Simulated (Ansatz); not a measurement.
Species: sum formula Si$_{2}$N$_{2}$H$_{8}$ (charge 0, singlet). 
Coordinates optimised at B3LYP-D3(BJ)/def2-TZVP (Ansatz, a program for electronic structure):
SMILES: N[SiH2][SiH2]N
```xyz
12

N     -1.5628     0.1500     1.1628
Si    -1.1791    -0.3618    -0.4480
Si     1.1313     0.0320    -0.6641
N      1.6528     0.4706     0.9295
H     -2.4916     0.0239     1.5356
H     -1.1507     1.0057     1.5034
H     -1.5239    -1.8019    -0.5579
H     -1.9335     0.3221    -1.5390
H      1.4325     1.1718    -1.5668
H      1.8131    -1.1530    -1.2625
H      2.6048     0.7575     1.0990
H      1.2889    -0.0520     1.7122
```
Charge 0, spin multiplicity 1.

Quantity: atomisation energy (electronic, to ground-state atoms), in eV. Cores are frozen in the correlated levels unless marked. UHF or UKS for open shells. Spin-orbit coupling is left out. Non-relativistic. The coupled-cluster limit lacks core correlation, which all-electron functionals hold. CBS marks a two-point X^-3 extrapolation of the correlation energy; Hartree-Fock from the larger set.

| level | program | atomisation energy (eV) |
|---|---|---|
| PBE/def2-TZVPD | Ansatz | ? |
| BLYP-D3(BJ)/def2-TZVPD | Ansatz + dftd3 | 39.85 |
| r2SCAN/def2-TZVPD | Ansatz | 39.51 |
| r2SCAN-D3(BJ)/def2-TZVPD | Ansatz + dftd3 | 39.58 |
| CAM-B3LYP-D4/def2-TZVPD | Ansatz + dftd4 | 40.16 |
| RPA@PBE/cc-pV(Q+d)Z | Ansatz | ? |
| SCS-MP2/6-31G* | Ansatz | 34.44 |
| CCSD(T)/CBS(aug-cc-pV(T+d)Z,aug-cc-pV(Q+d)Z) | Ansatz | ? |

What belongs in the gaps?


- PBE/def2-TZVPD, atomisation energy (eV): 39.74
- RPA@PBE/cc-pV(Q+d)Z, atomisation energy (eV): 38.26
- CCSD(T)/CBS(aug-cc-pV(T+d)Z,aug-cc-pV(Q+d)Z), atomisation energy (eV): 39.98
